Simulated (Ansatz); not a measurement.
Geometry optimisation, Ansatz 0.2.0, RKS PBE0-D4/6-31G*.

input.yaml

```yaml
crystal:
  periodic: [false, false, false]
  atoms:
    - { symbol: B, position_ang: [0.001328, 0.447758, -0.386827] }
    - { symbol: Cl, position_ang: [0.179897, 0.031692, 2.64479] }
    - { symbol: Cl, position_ang: [1.375164, -0.481955, -0.980288] }
    - { symbol: O, position_ang: [-1.258589, 0.001886, -0.461447] }
    - { symbol: H, position_ang: [-1.326447, -0.88998, -0.834713] }
    - { symbol: H, position_ang: [0.195229, 1.535792, 0.060799] }
    - { symbol: H, position_ang: [0.093117, 1.112907, 1.872486] }
basis:
  gaussian: { orbitals: "6-31G*" }
hamiltonian:
  xc: pbe0
  dispersion: d4
relax:
  f_tol: 0.03
  max_steps: 50
```

Command:

```bash
$ ansatz run input.yaml --threads 1 --pin off --max-ram 2048MiB --backend cpu --events-out ev --progress --plain --runs-dir out
```

Problem. Where does it end, and by what steps?

Solution. The forces met the threshold. The force dipped under the threshold on the way, but the program's further checks kept it going. After 31 steps the energy has fallen by 0.268 eV; Cl3 moved furthest, 1.69 Å.

| step | energy less start (eV) | largest force component (eV/Å) | accepted |
| --- | --- | --- | --- |
| 0 | 0.0000 | 1.024 | yes |
| 2 | -0.0339 | 0.981 | no |
| 4 | -0.1025 | 0.167 | yes |
| 6 | -0.1084 | 0.113 | yes |
| 8 | -0.1150 | 0.107 | yes |
| 10 | -0.1236 | 0.409 | yes |
| 12 | -0.1328 | 0.227 | yes |
| 14 | -0.1379 | 0.068 | yes |
| 16 | -0.1476 | 0.056 | yes |
| 18 | -0.1621 | 0.631 | yes |
| 20 | -0.1936 | 0.746 | yes |
| 22 | -0.2381 | 0.235 | yes |
| 24 | -0.2527 | 0.382 | yes |
| 26 | -0.2587 | 0.205 | yes |
| 28 | -0.2659 | 0.107 | yes |
| 30 | -0.2675 | 0.076 | yes |
| 31 | -0.2681 | 0.017 | yes |

```xyz
7
Properties=species:S:1:pos:R:3
B 0.353 0.460 -0.730
Cl -0.615 0.689 3.301
Cl 0.437 -0.204 -2.358
O -0.439 -0.109 0.205
H -0.928 -0.884 -0.108
H 0.994 1.417 -0.437
H -0.543 0.389 2.042
```

The run took 99 s on 1 thread of Arm Neoverse V2 (shared host), peak memory 0.14 GiB.
